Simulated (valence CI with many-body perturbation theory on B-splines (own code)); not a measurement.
Energy levels of Rb V

Computed by valence CI with perturbative core correlation (CI+MBPT): five valence electrons over a frozen Dirac-Fock core [Ar] 3d10, a basis of 9 s, 9 p, 8 d, 6 f, 3 g, 1 h functions for each j, with the one-electron correlation potential Σ1 (screened to all orders), the two-electron term Σ2, the three-electron term Σ3, Breit, model QED; selected single and double excitations, second order for the rest, scaled by the run's own slope (own B-spline code, finite nucleus).

Set against measurement, 12 paired levels are off by 145 cm⁻¹ on average, the worst by 235. These come from a selection out of Sansonetti, J. Phys. Chem. Ref. Data 35, 301 (2006). Levels without a partner in it may be off by more. Among the levels kept, up to 2100 cm⁻¹ of a level comes from second order outside the variational space, and about a tenth of that is noise between levels of different J, which matters for small intervals.

Levels 1 to 32 of 32, with energies above the lowest level, 4s2 4p3 4S°_3/2. "Leading %" is the weight of the configuration and term that name the level; weights of strongly mixed levels are sums over their largest components and can fall short, so below about 35 % the name and the second component can differ from the true leading terms, or belong to a minority configuration. In the jj column 3d3/2^4 stands for four electrons in 3d with j = 3/2.

| No. | Configuration | Term | J | E (cm⁻¹) | Leading % | g | Leading jj |
| --- | --- | --- | --- | --- | --- | --- | --- |
| 1 | 4s2 4p3 | 4S° | 3/2 | 0.0 | 93 | 1.977 | 4s^2 4p1/2 4p3/2^2 (47 %) |
| 2 | 4s2 4p3 | 2D° | 3/2 | 18755 | 84 | 0.876 | 4s^2 4p1/2 4p3/2^2 (48 %) |
| 3 | 4s2 4p3 | 2D° | 5/2 | 21181 | 96 | 1.200 | 4s^2 4p1/2 4p3/2^2 (96 %) |
| 4 | 4s2 4p3 | 2P° | 1/2 | 34947 | 95 | 0.665 | 4s^2 4p1/2 4p3/2^2 (95 %) |
| 5 | 4s2 4p3 | 2P° | 3/2 | 38450 | 82 | 1.282 | 4s^2 4p3/2^3 (79 %) |
| 6 | 4s 4p4 | 4P | 5/2 | 135710 | 88 | 1.595 | 4s 4p1/2^2 4p3/2^2 (69 %) |
| 7 | 4s 4p4 | 4P | 3/2 | 140630 | 88 | 1.730 | 4s 4p1/2 4p3/2^3 (74 %) |
| 8 | 4s 4p4 | 4P | 1/2 | 142780 | 87 | 2.660 | 4s 4p3/2^4 (30 %) |
| 9 | 4s 4p4 | 2D | 3/2 | 166920 | 76 | 0.815 | 4s 4p1/2 4p3/2^3 (46 %) |
| 10 | 4s 4p4 | 2D | 5/2 | 168130 | 76 | 1.206 | 4s 4p1/2 4p3/2^3 (61 %) |
| 11 | 4s2 4p2 4d | 2P | 3/2 | 189870 | 49 | 1.320 | 4s 4p1/2 4p3/2^3 (29 %) |
| 12 | 4s 4p4 | 2P | 1/2 | 192040 | 31 | 1.141 | 4s 4p1/2^2 4p3/2^2 (35 %) |
| 13 | 4s 4p4 | 2S | 1/2 | 200260 | 50 | 1.521 | 4s 4p3/2^4 (42 %) |
| 14 | 4s2 4p2 4d | 4F | 3/2 | 204120 | 90 | 0.440 | 4s^2 4p1/2^2 4d3/2 (46 %) |
| 15 | 4s2 4p2 4d | 4F | 5/2 | 206020 | 87 | 1.059 | 4s^2 4p1/2 4p3/2 4d3/2 (52 %) |
| 16 | 4s2 4p2 4d | 4F | 7/2 | 208900 | 88 | 1.250 | 4s^2 4p1/2 4p3/2 4d5/2 (69 %) |
| 17 | 4s2 4p2 4d | 2F | 5/2 | 211830 | 71 | 0.978 | 4s^2 4p1/2 4p3/2 4d3/2 (65 %) |
| 18 | 4s2 4p2 4d | 4F | 9/2 | 212380 | 92 | 1.325 | 4s^2 4p1/2 4p3/2 4d5/2 (51 %) |
| 19 | 4s2 4p2 4d | 4D | 1/2 | 213640 | 94 | 0.019 | 4s^2 4p1/2 4p3/2 4d3/2 (74 %) |
| 20 | 4s2 4p2 4d | 4D | 7/2 | 213890 | 46 | 1.281 | 4s^2 4p1/2 4p3/2 4d5/2 (53 %) |
| 21 | 4s2 4p2 4d | 4D | 3/2 | 214150 | 90 | 1.169 | 4s^2 4p1/2 4p3/2 4d3/2 (42 %) |
| 22 | 4s2 4p2 4d | 4D | 5/2 | 216470 | 65 | 1.223 | 4s^2 4p1/2 4p3/2 4d5/2 (51 %) |
| 23 | 4s2 4p2 4d | 2F | 7/2 | 221580 | 48 | 1.270 | 4s^2 4p3/2^2 4d5/2 (86 %) |
| 24 | 4s2 4p2 4d | 2G | 7/2 | 233510 | 91 | 0.900 | 4s^2 4p1/2 4p3/2 4d3/2 (43 %) |
| 25 | 4s2 4p2 4d | 2G | 9/2 | 234780 | 92 | 1.120 | 4s^2 4p3/2^2 4d5/2 (50 %) |
| 26 | 4s2 4p2 4d | 2P | 3/2 | 238620 | 47 | 1.304 | 4s^2 4p1/2 4p3/2 4d5/2 (39 %) |
| 27 | 4s2 4p2 4d | 4P | 5/2 | 239400 | 83 | 1.584 | 4s^2 4p1/2 4p3/2 4d5/2 (45 %) |
| 28 | 4s2 4p2 4d | 4P | 3/2 | 241450 | 78 | 1.662 | 4s^2 4p1/2 4p3/2 4d3/2 (36 %) |
| 29 | 4s2 4p2 4d | 4P | 1/2 | 242300 | 71 | 2.365 | 4s^2 4p1/2 4p3/2 4d3/2 (52 %) |
| 30 | 4s2 4p2 4d | 2P | 1/2 | 245310 | 47 | 0.946 | 4s^2 4p3/2^2 4d3/2 (37 %) |
| 31 | 4s2 4p2 4d | 2D | 3/2 | 245970 | 79 | 0.887 | 4s^2 4p1/2 4p3/2 4d5/2 (43 %) |
| 32 | 4s2 4p2 4d | 2D | 5/2 | 251660 | 86 | 1.200 | 4s^2 4p3/2^2 4d5/2 (38 %) |

Names give the largest LS component (configuration and term), which can be under half, so a name can repeat, a term be missing and a line seem to break the LS rules; names also repeat where a configuration has a term twice.

The ionisation energy to 4s2 4p2 3P_0 of the next ion comes out as 68.512 eV (NIST: 68.44 ± 0.15 eV (theoretical)). All 32 levels together are meant to be complete up to 255730 cm⁻¹.
